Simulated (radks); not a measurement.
The numbers below are computed, except where a source is named.
These are the eigenvalues of the occupied orbitals of an atom or ion with whole-number occupations (hartree). Level of theory: scalar-relativistic Kohn-Sham, r2SCAN, spin-polarised, spherical densities, finite nucleus; meta-GGA in the generalised Kohn-Sham scheme; Fermi nuclear charge, rms radius of each element as measured or else 0.836 A^(1/3) + 0.57 fm (a radial shooting solver on a logarithmic mesh with Libxc functionals).

orbital  eigenvalue
1s up     -2182.221
1s down   -2182.216
2s up     -369.6948
2s down   -369.6923
2p up     -326.4029
2p down   -326.3998
3s up     -84.01143
3s down   -83.98784
3p up     -70.83619
3p down   -70.81220
3d up     -54.55359
3d down   -54.53415
4s up     -17.37126
4s down   -17.31903
4p up     -13.02561
4p down   -12.97341
4d up      -7.22803
4d down    -7.17265
5s up      -2.81923
5p up      -1.78964
5p down    -1.71872
4f up      -0.91255
4f down    -0.85116
6s up      -0.65315

Which element is it, and in what charge state? The configuration may be excited.

Answer. Z = 69, thulium, charge +2: Tm2+ in [Kr] 4d10 4f13 5s(up 1, down 0) 5p6 6s1. The list shows which subshells hold electrons but not how many an open one holds; the 1s level, -2182.2 hartree, gives Z - s = 66.1 by -(Z - s)^2/2, which with screening and relativity narrows Z to a few neighbours, and the depths of the outer levels then fix element, charge and occupations together.
